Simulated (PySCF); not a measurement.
**Basis and Hamiltonian dependence of the excitation energy of Ag⁺**

Ag⁺ [Kr] 4d10 (1S) → Ag⁺ [Kr] 4d9 5s1 (3D). All values are computed (PySCF 2.14, energy differences of UHF-based or UKS calculations, no spin-orbit coupling). Values in eV.

| basis | Hamiltonian | functions | UHF | LDA | PBE0 | MP2 (valence) | CCSD(T) (valence) | CCSD(T) (valence and next inner shell) |
| --- | --- | --- | --- | --- | --- | --- | --- | --- |
| aug-cc-pVDZ-PP with ECP28MDF | ECP | 54 | 4.432 | 4.715 | 4.775 | 5.326 | 5.128 | n/a |
| def2-TZVPPD with the def2 core potential (28 electrons) | ECP | 56 | 4.400 | 4.772 | 4.807 | 5.376 | 5.176 | 4.923 |
| ANO-RCC-VTZP | spin-free X2C | 68 | 4.481 | 5.093 | 5.031 | 5.366 | 5.165 | 5.025 |
| aug-cc-pwCVDZ-PP with ECP28MDF | ECP | 70 | 4.361 | 4.663 | 4.714 | 5.295 | 5.083 | 4.768 |
| x2c-TZVPPall | spin-free X2C | 79 | 4.369 | 4.933 | 4.904 | 5.348 | 5.135 | 4.937 |
| aug-cc-pVTZ-PP with ECP28MDF | ECP | 88 | 4.323 | 4.627 | 4.673 | 5.284 | 5.068 | n/a |
| def2-QZVPPD with the def2 core potential (28 electrons) | ECP | 88 | 4.363 | 4.679 | 4.726 | 5.353 | 5.134 | n/a |
| x2c-TZVPPall with one added diffuse shell each of s, p, d, f type | spin-free X2C | 95 | 4.369 | 4.933 | 4.903 | 5.348 | 5.126 | 4.932 |
| aug-cc-pVTZ-PP with one added diffuse shell each of s, p, d, f, g type with ECP28MDF | ECP | 113 | 4.322 | 4.627 | 4.672 | 5.283 | n/a | n/a |
| x2c-QZVPPall | spin-free X2C | 118 | 4.353 | 4.905 | 4.874 | 5.334 | n/a | n/a |
| aug-cc-pwCVTZ-PP with ECP28MDF | ECP | 122 | 4.310 | 4.624 | 4.668 | 5.297 | n/a | n/a |
| x2c-QZVPPall with one added diffuse shell each of s, p, d, f, g type | spin-free X2C | 143 | 4.352 | 4.904 | 4.873 | 5.335 | n/a | n/a |

Frozen in the all-electron rows: valence and next inner shell: [Ar] 3d10; valence: [Kr]; with a core potential, the same shells as far as they lie outside it.

Reference for a calculation without spin-orbit coupling: 5.035 eV (measured, between term centres; NIST).
